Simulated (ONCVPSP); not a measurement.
**Before and after: ONCV potential for W**

```json
{
  "Element": "tungsten (W)",
  "Generator": "ONCVPSP 4.0.1",
  "Type": "optimised norm-conserving Vanderbilt (ONCV)",
  "Functional": "PBE",
  "Relativity": "scalar-relativistic",
  "Frozen core": "[Xe] 4f14",
  "Valence charge": "6",
  "Reference configuration": "5d5 6s1",
  "Partial waves": "6s: rc 2.90 bohr, ncon 4, nbas 9, qcut 2.6 1/bohr, 2 projectors, debl 2.3 Ha; p scattering state at 0.16 Ha: rc 2.50 bohr, ncon 4, nbas 7, qcut 3.3 1/bohr, 2 projectors, debl 2.6 Ha; 5d: rc 2.15 bohr, ncon 4, nbas 8, qcut 8.1 1/bohr, 2 projectors, debl 1 Ha",
  "Local potential": "polynomial inside 1.45 bohr (lpopt 3, dvloc0 6 Ha)",
  "Core correction": "none"
}
```

Change: d: ncon 5, nbas 9.

Cutoffs: the cutoffs (Ha) at which the residual kinetic energy of the hardest occupied pseudo-wave falls to 1 and 0.1 mHa per electron; they do not see the model core or the augmentation charge, which bear on the density cutoff. Errors are all-electron minus pseudo energies relative to the spin-unpolarised reference configuration.

**Question.** Predict the effect on cutoff, ghosts and configuration errors.

**Answer.** The potential gets softer (15 Ha and 19 Ha → 14 Ha and 17 Ha); both files keep a bound ghost (p); the errors of the 4 common tests hardly move.

```tsv
quantity	base	changed
cutoff, loose	15 Ha	14 Ha
cutoff, tight	19 Ha	17 Ha
loose cutoff by channel	s 2.9 Ha, d 15 Ha	s 2.9 Ha, d 14 Ha
bound ghosts	p	p
GHOST(+) flags under 300 eV	s at 62.6 eV	s at 62.6 eV
error for 5d4 6s2, meV [ΔE -1.54 eV]	-10	-9.2
error for 5d4 6s1, meV [ΔE 7.34 eV]	-6.5	-6.2
error for 5d4 6s0, meV [ΔE 23.02 eV]	+50	+50
error for 5d3 6s0, meV [ΔE 48.41 eV]	+61	+63
s: phases at 2.95 bohr within 0.05 rad from the reference energy up to (Ha; the scan ends near 5)	2.2	2.2
p: phases at 2.54 bohr within 0.05 rad from the reference energy up to (Ha; the scan ends near 5)	4.2	4.2
d: phases at 2.19 bohr within 0.05 rad from the reference energy up to (Ha; the scan ends near 5)	to the end of the scan	to the end of the scan
```

 A true bound ghost makes a file unfit for plane-wave use even where its test errors are small: the radial tests pick states by their node count and pass the ghost by.
